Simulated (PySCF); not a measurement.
This PySCF input asks for the NMR shieldings of `C[C@@H](OS(C)(=O)=O)[SiH2][SiH3]`, C3H12O3SSi2; the geometry comes from GFN2-xTB.

```python
import basis_set_exchange as bse
import numpy as np
from pyscf import gto, dft
from pyscf.prop import nmr

atoms = """
C     0.283056   -1.334228   -2.123001
C     0.085975   -0.545573   -0.840403
O    -1.158902   -0.993286   -0.264673
S    -1.580433   -0.272449    1.055992
C    -2.441842    1.203138    0.482667
O    -0.392288    0.151849    1.754212
O    -2.506403   -1.100744    1.748069
Si    1.504982   -0.755723    0.460622
Si    2.181857    1.252242    1.361995
H     1.178243   -0.981434   -2.627336
H    -0.571871   -1.217310   -2.787223
H     0.400270   -2.389554   -1.893438
H    -0.048621    0.515386   -1.092820
H    -2.839725    1.703759    1.354842
H    -3.238882    0.882600   -0.174375
H    -1.731854    1.837989   -0.029523
H     1.152332   -1.899222    1.302547
H     2.567948   -1.327169   -0.412318
H     1.489694    2.413878    0.772995
H     3.607129    1.492827    1.080445
H     2.050413    1.379969    2.811294
"""
names = dict.fromkeys(["C", "O", "S", "Si", "H"], "pcSseg-1")
basis = {el: gto.basis.parse(bse.get_basis(n, elements=[el], fmt="nwchem")) for el, n in names.items()}
mol = gto.M(atom=atoms, basis=basis, charge=0, verbose=0)
mf = dft.RKS(mol, xc="PBE0")
mf.grids.level = 2
mf.grids.alignment = dft.numint.BLKSIZE   # the property module wants whole blocks of grid points
mf.conv_tol = 1e-9
mf.kernel()

calc = nmr.RKS(mf)   # GIAO
C = mf.mo_coeff
Co = C[:, mf.mo_occ > 0]
resp = mf.gen_response(singlet=True, hermi=2)
def vind(x):   # induced exchange potential for any number of trial vectors
    d = np.einsum("pi,xij,qj->xpq", C, 2 * x.reshape(-1, C.shape[1], Co.shape[1]), Co, optimize=True)
    return np.einsum("xpq,pi,qj->xij", resp(d - d.transpose(0, 2, 1)), C, Co, optimize=True).ravel()
mo1, _ = nmr.rhf.solve_mo1(calc, with_cphf=vind)
sigma = calc.kernel(mo1)
for i, s in enumerate(sigma):   # ppm
    print("%2d %-2s %9.2f" % (i, mol.atom_pure_symbol(i), np.trace(s) / 3))
```

Task: Give the expected output.

Result: 
```
 0 C     164.35
 1 C     113.01
 2 O     142.55
 3 S     191.31
 4 C     146.03
 5 O      97.75
 6 O     107.95
 7 Si    414.86
 8 Si    459.89
 9 H      30.37
10 H      29.95
11 H      29.94
12 H      28.05
13 H      28.96
14 H      29.29
15 H      28.94
16 H      27.34
17 H      27.91
18 H      28.37
19 H      28.35
20 H      28.07
```

These numbers come from an equivalent density-fitted implementation of the same equations, which agrees with the script to about 0.01 ppm for H and up to a few tenths of a ppm for heavy atoms, so last digits may differ.

Task: Turn these shieldings into chemical shifts. Referencing at the same level of theory: TMS for ¹³C (186.93 ppm) and ²⁹Si (349.16 ppm) and ¹H (31.72 ppm); H2O for ¹⁷O (336.08 ppm); CS2 for ³³S (503.73 ppm).

Result: Averaging equivalent atoms: C 1: 73.9; C 4: 40.9; C 0: 22.6; O 5: 238.3; O 6: 228.1; O 2: 193.5; S 3: 312; Si 7: -65.7; Si 8: -110.7; H 16: 4.38; H 17: 3.81; H 12: 3.67; H 18/19/20: 3.45; H 13/14/15: 2.65; H 9/10/11: 1.63 ppm. Experimental scales use liquid or dissolved standards, which lie at an offset from isolated H2O (liquid H2O: subtract about 36 ppm).

Size and cost of the density-fitted run: 234 basis functions, 2.1 min wall time on 1 thread of an Arm Neoverse N1, shared host; peak memory 1.1 GiB.
